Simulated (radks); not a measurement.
The numbers below are computed, except where a source is named.
Ir2+, configuration [Xe] 4f14 5d7. Level of theory: scalar-relativistic Kohn-Sham, exchange-only B88, spin-polarised, spherical densities, point nucleus; open shells are filled with parallel spins first (spin-orbit coupling, left out, can overturn this in heavy ions) (a radial shooting solver on a logarithmic mesh with Libxc functionals).

Normalised radial functions P(r) = r R(r), r in bohr:

r	5p up	5d up
0.002754	0.0112	0.0001
0.003673	0.0179	0.0002
0.004899	0.0285	0.0005
0.006534	0.0447	0.0010
0.008715	0.0689	0.0022
0.01162	0.1034	0.0047
0.0155	0.1493	0.0097
0.02068	0.2037	0.0196
0.02758	0.2552	0.0381
0.03678	0.2796	0.0701
0.04906	0.2398	0.1199
0.06491	0.1070	0.1834
0.08658	-0.1192	0.2465
0.1155	-0.3400	0.2651
0.154	-0.3733	0.1827
0.2054	-0.0890	-0.0241
0.274	0.3712	-0.2783
0.3654	0.5810	-0.4009
0.4874	0.2250	-0.2428
0.65	-0.4929	0.1585
0.867	-1.0264	0.5919
1.156	-1.0413	0.8373
1.542	-0.6802	0.8166
2.057	-0.2967	0.6087
2.744	-0.0826	0.3488
3.659	-0.0132	0.1462
4.881	-0.0010	0.0410

5p up: eigenvalue -72.080 eV, 3 radial nodes at r = 0.0751, 0.218, 0.537 bohr, <r> = 1.14 bohr, 90 % of the charge inside 1.65 bohr. 5d up: eigenvalue -24.324 eV, 2 radial nodes at r = 0.200, 0.587 bohr, <r> = 1.63 bohr, 90 % of the charge inside 2.51 bohr.
